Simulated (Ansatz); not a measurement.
One geometry of Si6Cl6 prismane (Si6Cl6), several levels of theory.

```yaml
crystal:
  periodic: [false, false, false]
  atoms:
    - {symbol: Si, position_ang: [-0.654160, 1.605052, -0.557296]}
    - {symbol: Cl, position_ang: [-1.443890, 3.417290, -1.157717]}
    - {symbol: Si, position_ang: [0.527989, -0.110289, -1.739430]}
    - {symbol: Cl, position_ang: [1.108519, -0.292622, -3.713809]}
    - {symbol: Si, position_ang: [1.541227, 0.958201, 0.149924]}
    - {symbol: Cl, position_ang: [3.299807, 2.019304, 0.373162]}
    - {symbol: Si, position_ang: [0.597826, -0.677271, 1.580489]}
    - {symbol: Cl, position_ang: [1.322616, -1.410192, 3.370980]}
    - {symbol: Si, position_ang: [-1.597540, -0.030449, 0.873278]}
    - {symbol: Cl, position_ang: [-3.421619, -0.011945, 1.843180]}
    - {symbol: Si, position_ang: [-0.415129, -1.746009, -0.308581]}
    - {symbol: Cl, position_ang: [-0.865648, -3.721069, -0.714180]}
basis:
  gaussian: {orbitals: def2-TZVP, initial_orbitals: start.molden}
hamiltonian: {xc: r2scan, dispersion: d4}
scf: {omitted_lower_state_checks: [starts]}
output: {orbitals: {seedname: orbitals}}
```

The file start.molden holds the orbitals of an earlier run on this structure, at another level or in another basis.

```sh
$ ansatz run in.yaml --threads 4 --pin off --events-out ev --progress --plain --max-ram 6963MiB
```

Output, abridged:

```
Functional definition: r2SCAN
3048 factors; their error is unknown
mean field evaluation 1: about -122403.9586 eV, gradient 1.8e1 eV
mean field evaluation 2: about -122404.0609 eV, gradient 2.3e-1 eV
mean field evaluation 4: about -122404.0081 eV, gradient 7.8e-4 eV
mean field -122404.00808813 eV, -4498.2643288223 hartree, gradient 2.5e-5 eV, S^2 0.000000; 0 other end points of the search recorded, 0 dependent functions left out
reference -122404.00810404 eV, -4498.2643294068 hartree; 93, 93 occupied and 351, 351 virtual orbitals, 3048 factors
Total energy: -122404.26168105 eV, -4498.2736481900 hartree
Checks for a lower state left out: starts
```

Hardware: 4 threads of Arm Neoverse V2 on a shared host. Wall time 28 s, peak host memory 1.6 GiB.

As the first input, with `hamiltonian: {xc: pbe, dispersion: d4}` (abridged; 13 s):

```
Functional definition: PBE
mean field -122358.97221315 eV, -4496.6092909430 hartree, gradient 2.8e-5 eV, S^2 0.000000
Total energy: -122359.95180176 eV, -4496.6452901606 hartree
Checks for a lower state left out: starts
```

The first input with `gaussian: {orbitals: def2-SVP, initial_orbitals: start.molden}`, `correlation: {method: mp2}` and without the key `hamiltonian` (abridged; 10 s):

```
Functional definition: HF
mean field -122162.20976221 eV, -4489.3784042412 hartree, gradient 1.4e-6 eV, S^2 0.000000
60 core orbitals not correlated: weight in the atoms' cores, before any rotation towards them, 1.000 or more for the frozen orbitals, at most 0.000 for the correlated occupied ones
second order -36.01150968 eV of doubles, -0.00000000 eV of singles
Total energy: -122198.22127189 eV, -4490.7018028125 hartree
Checks for a lower state left out: starts
```

As the first input, with `gaussian: {orbitals: def2-SVP, initial_orbitals: start.molden}`, `hamiltonian: {xc: pbe0, dispersion: d4}` (abridged; 9.5 s):

```
Functional definition: PBE0
mean field -122326.11647605 eV, -4495.4018648751 hartree, gradient 2.3e-5 eV, S^2 0.000000
Total energy: -122326.99181938 eV, -4495.4340331491 hartree
Checks for a lower state left out: starts
```

As the first input, with `hamiltonian: {xc: {name: BHLYP}, dispersion: d4}` (abridged; 35 s):

```
Functional definition: BHLYP
the host lacks memory for fits, so the integrals are decomposed
mean field -122411.63125323 eV, -4498.5444749724 hartree, gradient 1.6e-5 eV, S^2 0.000000
Total energy: -122413.18067196 eV, -4498.6014150606 hartree
Checks for a lower state left out: starts
```

First input, but with `gaussian: {orbitals: 6-31G}`, `hamiltonian: {xc: hf}` (abridged; 3.4 s):

```
Functional definition: HF
mean field -122185.46064696 eV, -4490.2328584959 hartree, gradient 1.1e-5 eV, S^2 0.000000
Total energy: -122185.46064696 eV, -4490.2328584959 hartree
Checks for a lower state left out: starts
```

First input, but with `gaussian: {orbitals: STO-3G}`, `hamiltonian: {xc: hf}` (abridged; 1.2 s):

```
Functional definition: HF
mean field -120856.67829105 eV, -4441.4010075972 hartree, gradient 1.5e-5 eV, S^2 0.000000
Total energy: -120856.67829105 eV, -4441.4010075972 hartree
Checks for a lower state left out: starts
```

Geometry: PBE0-D4/def2-SVP.

Correlated methods freeze 60 core orbitals.
